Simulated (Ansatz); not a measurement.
Start from `CC[Se]C` and change one atom or group to get `C[Se]CC=N`.

Ansatz, PBE0-D4/def2-TZVP geometries, multiplicity 1. Each molecule was computed in one conformer, which needn't be the lowest.

Scalar relativity is left out up to krypton.

| property | `CC[Se]C` |
| --- | --- |
| size of the dipole moment (PBE/def2-TZVPP) / D | 1.53 |
| size of the dipole moment (ωB97M-V/def2-TZVPP) / D | 1.55 |
| LUMO energy (ωB97M-V/def2-TZVPP) / eV | 2.13 |
| HOMO–LUMO gap (B3LYP/def2-TZVPP) / eV | 5.85 |
| HOMO energy (ωB97M-V/def2-TZVPP) / eV | -8.16 |
| size of the dipole moment (B3LYP/def2-TZVPP) / D | 1.54 |

**Question.** What does the change do to each property? (Estimate.)

**Answer.** The calculation gave: 
```tsv
property	`C[Se]CC=N`	shift
size of the dipole moment (PBE/def2-TZVPP) / D	2.39	0.86
size of the dipole moment (ωB97M-V/def2-TZVPP) / D	2.44	0.89
LUMO energy (ωB97M-V/def2-TZVPP) / eV	1.88	-0.25
HOMO–LUMO gap (B3LYP/def2-TZVPP) / eV	5.85	0.00
HOMO energy (ωB97M-V/def2-TZVPP) / eV	-8.74	-0.58
size of the dipole moment (B3LYP/def2-TZVPP) / D	2.44	0.90
```

Dipoles are sizes alone; their direction can turn.

B3LYP here is the variant with VWN-RPA as its local correlation; programs differ in this.

Spin–orbit coupling is left out; it splits and shifts lone-pair levels of the heavy atoms by tenths of an eV.
